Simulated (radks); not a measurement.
Task: Species: Br19+. Configuration: [Ne] 3p6 (not the ground configuration). All-electron calculation, Dirac Kohn-Sham, exchange-only B88, spin-unpolarised, spherical densities, point nucleus. Program: a radial shooting solver on a logarithmic mesh with Libxc functionals. Some entries of the table are withheld. Estimate them.

orbital  occ.  eigenvalue (Ry)  <r> (bohr)
1s1/2       2        -1034.185     0.04275
2s1/2       2        -181.9714      0.1876
2p1/2       2              (1)      0.1612
2p3/2       4              (2)      0.1650
3s1/2       0              (3)      0.4808
3p1/2       2        -58.52724         (4)
3p3/2       4        -57.77666         (5)
3d3/2       0        -51.34750      0.4274
3d5/2       0        -51.19365      0.4292
4p1/2       0        -29.22969      0.9456
4p3/2       0        -28.96957      0.9544
4f5/2       0        -24.57048      0.8504
4f7/2       0        -24.55432      0.8513

Result: 
(1) 2p1/2 eigenvalue (Ry): -169.6365
(2) 2p3/2 eigenvalue (Ry): -166.0960
(3) 3s1/2 eigenvalue (Ry): -62.72013
(4) 3p1/2 <r> (bohr): 0.4677
(5) 3p3/2 <r> (bohr): 0.4739
